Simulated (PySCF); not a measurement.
**Excitation energy of Hf by level of theory**

Hf [Xe] 4f14 5d2 6s2 (3F) → Hf [Xe] 4f14 5d2 6s1 6p1 (high-spin determinant), as a difference of total energies. Computed with PySCF 2.14 in x2c-TZVPPall with one added diffuse shell each of s, p, d, f type (12s8p8d4f1g, 113 functions), with the spin-free X2C one-electron Hamiltonian (Gaussian nucleus). Correlated levels: valence: [Xe] 4f14 frozen; valence and next inner shell: [Kr] 4d10 4f14 frozen. The calculations carry no spin-orbit coupling.

```csv
method,excitation energy (cm⁻¹)
UHF,9726.5
LDA,22444
PBE,20615
PBE0,18887
r2SCAN,17933
MP2 (valence),16634
MP2 (valence and next inner shell),19221
```

**Question.** Estimate what SCS-MP2 (valence and next inner shell) gives.

**Answer.** 20812 cm⁻¹, closest to PBE among the rows shown.

**Question.** Estimate what SCS-MP2 (valence) gives.

**Answer.** 19014 cm⁻¹, closest to PBE0 among the rows shown.

A first-order spin-orbit estimate (lowest level to lowest level, LS coupling) adds -0.156 eV.

The determinant of the upper state mixes LS terms, which raises its energy above the lowest term, most at the Hartree-Fock and MP2 levels.
